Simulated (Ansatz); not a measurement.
Cost and result for the atomization energy of BH₅S₃Si (`[SiH3]B(S)SS`) (10 atoms, 9 bonds).

```
atom    x (Å)    y (Å)    z (Å)
 Si1   1.0719  -0.5576   0.0537
  B2  -0.3088   0.9042   0.0241
  S3   0.1150   2.6132  -0.3112
  S4  -2.0535   0.6098   0.3286
  S5  -2.1558  -1.4121   0.7327
  H6   0.7746  -1.6074  -0.9575
  H7   1.1694  -1.1922   1.3944
  H8   2.4000   0.0378  -0.2767
  H9   1.4348   2.4243  -0.4722
 H10  -2.4477  -1.8200  -0.5158
```

The species carries charge 0 and has multiplicity 1. The geometry is a stationary point of PBE0-D4/def2-TZVP. It is one conformer, not always the lowest. Program: Ansatz. All runs use 4 threads of an Intel Xeon Platinum 8488C on a shared host. Times are those of one run each, without the atoms' runs, and a repeat can differ threefold. Electronic energies, without spin–orbit coupling; frozen cores. CCSD(T)/CBS adds CCSD(T) − MP2 in def2-TZVPP to the MP2 limit, and its time is that of the two runs behind it. T1 = 0.015. B3LYP takes the VWN-RPA correlation (the form of Gaussian; ORCA's B3LYP/G).

CCSD(T)/CBS is a level of theory with its own doubt, some kJ/mol a heavy atom from the limit and from the frozen cores, so smaller differences don't rank the functionals.

```tsv
level	functions	wall time	atomization (kcal/mol)	difference from CCSD(T)/CBS	per bond
revPBE-D4/def2-TZVPP	269	2 s	730.9	0.9	0.1
BLYP-D4/def2-TZVPP	269	2 s	727.3	-2.7	-0.3
PBE-D4/def2-TZVPP (with forces)	269	2.5 s	745.8	15.8	1.8
CCSD(T)/def2-SVP	111	3.2 s	672.4	-57.6	-6.4
PBE0-D4/def2-TZVPP	269	3.4 s	734.9	4.9	0.5
r2SCANh-D4/def2-TZVPP	269	4.8 s	735.2	5.2	0.6
B3LYP-D4/def2-TZVPP (with forces)	269	4.9 s	730.2	0.2	0.0
B2PLYP/def2-TZVPP	269	5.5 s	716.9	-13.1	-1.5
PBE-QIDH/def2-TZVPP	269	5.5 s	726.5	-3.5	-0.4
ωB97M-V/def2-TZVPP (with forces)	269	10 s	738.5	8.5	0.9
MP2/def2-QZVPP	487	19 s	728.6	-1.4	-0.2
CCSD(T)/def2-TZVPP	269	90 s	706.3	-23.7	-2.6
CCSD(T)/CBS(def2)	–	110 s	730.0	0.0	0.0
```

From r2SCAN to r2SCAN0 (25 % exact exchange), in def2-TZVPP and without D4, the atomization energy moves by −11.9 kcal/mol: exact exchange takes away binding that semilocal exchange gives to molecules. The D4 term adds +13.3 kcal/mol with B3LYP and +7.0 kcal/mol with PBE0; it sums over pairs of atoms, weighted by their polarisabilities, and B3LYP, whose exchange is more repulsive, gets the larger term. In def2-TZVPP, CCSD(T) changes the Hartree–Fock value by +184.3 kcal/mol (the triples alone add +14.3 kcal/mol) and MP2 by +192.8 kcal/mol; breaking electron pairs costs correlation energy, which Hartree–Fock lacks.
